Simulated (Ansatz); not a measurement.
Molecular dynamics of CH5FGe

Input:

```yaml
crystal:
  periodic: [false, false, false]
  atoms:
    - { symbol: Ge, position_ang: [-0.830862, 0.086114, 0.363489] }
    - { symbol: F, position_ang: [0.869009, -1.054251, 1.17054] }
    - { symbol: C, position_ang: [0.448419, 0.391487, -0.895316] }
    - { symbol: H, position_ang: [1.12019, -0.590088, 0.278683] }
    - { symbol: H, position_ang: [-1.038677, 0.974642, 1.582041] }
    - { symbol: H, position_ang: [-1.79572, -1.090113, 0.305684] }
    - { symbol: H, position_ang: [0.331865, -0.099184, -1.859328] }
    - { symbol: H, position_ang: [0.895777, 1.381493, -0.945692] }
basis:
  gaussian: { orbitals: def2-SVP }
hamiltonian:
  xc: { name: BHLYP }
  dispersion: d4
md:
  timestep: 0.5
  n_steps: 200
  ensemble: nve
  temperature: 300.0
  initial_velocities: maxwell_boltzmann
  seed: 3318
```

Run as:

```bash
$ ansatz run input.yaml --threads 2 --pin off --max-ram 3072MiB --backend cpu --events-out ev --progress --plain --runs-dir out
```

It starts at the highest image of a converged band. Of that band: Neighbouring images differ by up to 1.8 eV, so the band resolves the path poorly. A vibrational analysis at the climbing image gives one clearly imaginary mode, 554i cm⁻¹: a first-order saddle point.

Output, in part (step lines, the closing report, with atoms numbered from 0):

```
md step     0: t =     0.00 fs  T =   300.0 K  F+E_penalty+E_count = -60339.20057445 eV  E_kin = 0.232668 eV  conserved = -60338.96790645 eV  (27 SCF iters)
md step     1: t =     0.50 fs  T =   294.5 K  F+E_penalty+E_count = -60339.19626770 eV  E_kin = 0.228439 eV  conserved = -60338.96782889 eV  (31 SCF iters)
md step     2: t =     1.00 fs  T =   280.0 K  F+E_penalty+E_count = -60339.18482718 eV  E_kin = 0.217162 eV  conserved = -60338.96766478 eV  (32 SCF iters)
md step     3: t =     1.50 fs  T =   259.5 K  F+E_penalty+E_count = -60339.16875510 eV  E_kin = 0.201291 eV  conserved = -60338.96746428 eV  (32 SCF iters)
md step     4: t =     2.00 fs  T =   237.1 K  F+E_penalty+E_count = -60339.15115436 eV  E_kin = 0.183876 eV  conserved = -60338.96727851 eV  (32 SCF iters)
md step     5: t =     2.50 fs  T =   216.3 K  F+E_penalty+E_count = -60339.13492152 eV  E_kin = 0.167775 eV  conserved = -60338.96714671 eV  (32 SCF iters)
md step     6: t =     3.00 fs  T =   199.9 K  F+E_penalty+E_count = -60339.12211388 eV  E_kin = 0.155023 eV  conserved = -60338.96709096 eV  (32 SCF iters)
md step     7: t =     3.50 fs  T =   188.9 K  F+E_penalty+E_count = -60339.11358823 eV  E_kin = 0.146474 eV  conserved = -60338.96711420 eV  (32 SCF iters)
[... lines left out ...]
Total energy: -60341.25900974 eV, -2217.5003678337 hartree
Atom 0 at    -0.548234    -0.061516     0.363052 Å, force    -1.855941     2.177942    -0.901120 eV/Å
Atom 1 at     0.137906    -0.926685     1.675211 Å, force     1.473021    -0.576340    -0.063563 eV/Å
Atom 2 at     0.056019     0.856647    -1.400259 Å, force     0.165438     1.189552    -0.580085 eV/Å
Atom 3 at     0.257070     0.090474    -2.202781 Å, force    -0.363395     0.769701     0.798409 eV/Å
Atom 4 at    -1.176311     1.032760     1.257845 Å, force     0.138523     0.180943    -0.365841 eV/Å
Atom 5 at    -1.660523    -0.992358    -0.035432 Å, force    -0.244668    -0.497919    -0.371465 eV/Å
Atom 6 at    -0.808029     1.628589    -1.790604 Å, force     1.876636    -2.288744     1.337791 eV/Å
Atom 7 at     0.992154     1.507567    -1.331272 Å, force    -1.189612    -0.955133     0.145874 eV/Å
Dipole moment:     0.054014     0.233535    -0.522321 e Å
```

The steps, from the saved trajectory:

```tsv
time (fs)	T (K)	potential energy less start (eV)	conserved less start (meV/atom)
0.0	300	0.000	0.00
3.0	200	0.078	0.10
6.0	168	0.103	0.06
9.0	218	0.065	0.14
12.0	785	-0.375	0.14
15.0	1185	-0.684	0.33
18.0	2119	-1.416	-0.63
21.0	1942	-1.272	0.21
24.0	3084	-2.166	-0.79
27.0	2668	-1.833	0.48
30.0	2865	-1.991	-0.14
33.0	2281	-1.536	0.09
36.0	2239	-1.512	-1.03
39.0	2222	-1.498	-0.95
42.0	2452	-1.669	-0.01
45.0	3192	-2.244	-0.12
48.0	3141	-2.204	-0.06
51.0	3190	-2.247	-0.72
54.0	2240	-1.503	0.15
57.0	2347	-1.591	-0.44
60.0	1715	-1.094	0.45
63.0	1545	-0.968	-0.31
66.0	863	-0.434	0.30
69.0	1388	-0.852	-1.05
72.0	1482	-0.924	-0.82
75.0	1614	-1.019	0.00
78.0	2351	-1.592	-0.20
81.0	2669	-1.835	0.31
84.0	2959	-2.066	-0.45
87.0	2054	-1.361	-0.10
90.0	1289	-0.772	-0.67
93.0	766	-0.364	-0.32
96.0	1649	-1.048	-0.25
99.0	2614	-1.796	-0.14
```

All steps were run. The conserved energy stayed within 1.4 meV per atom of its start (net change -0.46 meV per atom), so the integration is sound. The system heated up, since it started high on the potential surface and ran downhill. A run of 0.1 ps of so small a system gives no equilibrium averages. The orbitals stay closed-shell, which can raise the energy where a bond breaks towards radicals; this wasn't checked here.

The step under study would form F2–H4 and break Ge1–F2, C3–H4. These pairs go: F2–H4 1.04 → 4.01 Å, Ge1–F2 2.20 → 1.71 Å, C3–H4 1.67 → 1.13 Å. In the last frame they stand as before the step (other bonds may differ from the relaxed reactants and products). It ends as one piece, CH5FGe. Pairs count as bonded within 1.25 times the sum of covalent radii (0.12 Å more for H–H).

Last frame:

```xyz
8
Properties=species:S:1:pos:R:3
Ge -0.548 -0.061 0.363
F 0.138 -0.927 1.675
C 0.056 0.857 -1.400
H 0.257 0.090 -2.203
H -1.176 1.033 1.258
H -1.661 -0.992 -0.035
H -0.808 1.629 -1.791
H 0.992 1.508 -1.331
```

The run took 4.5 min on 2 threads of Intel(R) Xeon(R) Platinum 8488C (Sapphire Rapids) (shared host), peak memory 0.19 GiB.
